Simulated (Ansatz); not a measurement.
**A correction line for MP2/def2-TZVPP: vertical ionisation energy**

The vertical ionisation energy (cation less neutral) in eV of 7 molecular compounds of Sn: x at MP2/def2-TZVPP, y at CCSD(T)/def2-TZVPP. Shapes, held fixed at every level: PBE0-D4/def2-TZVP. Flexible molecules stand in one conformer, not always the lowest. Programs: Ansatz 0.2.0.

| molecule | x (eV) | y (eV) |
| --- | --- | --- |
| C2H6OSn (SMILES C[O][Sn][CH3]) | 8.59 | 8.52 |
| Sn(CH3)Cl | 8.91 | ? |
| CH6OSSiSn (SMILES C[S][Sn][O][SiH3]) | 9.04 | 8.94 |
| Sn(NH2)F | 9.90 | 9.75 |
| Sn(SH)F | 9.91 | 9.85 |
| Sn(OH)Cl | 10.21 | 9.86 |
| SnCl2 (SMILES [Cl][Sn][Cl]) | 10.34 | 10.14 |

Task: Fit y = c + s·x to the known rows and predict y for Sn(CH3)Cl.

Result: 
1. Means of the 6 rows: x = 9.6650, y = 9.510.
2. Σ(Δx)² = 2.4142, Σ(Δx·Δy) = 2.1762, so the slope is 2.1762/2.4142 = 0.90142.
3. Intercept: 9.510 − (0.90142) × 9.6650 = 0.798. The largest residual of the fit is 0.14.
4. Sn(CH3)Cl: 0.798 + 0.90142 × 8.91 = 8.83 eV.

CCSD(T)/def2-TZVPP gives 8.80 eV, so the prediction is off by +0.03 eV, within the largest residual. Uncorrected, MP2/def2-TZVPP misses Sn(CH3)Cl by +0.11 eV, and the other rows by 0.16 on average. The line removes about 70 % of this miss. Left out in turn, the other rows are missed by 0.08 eV on average. Cations run unrestricted. For atoms past krypton def2 sets carry core potentials with scalar relativity. Outer-core shells of Sn are correlated, in sets that cover them unevenly.
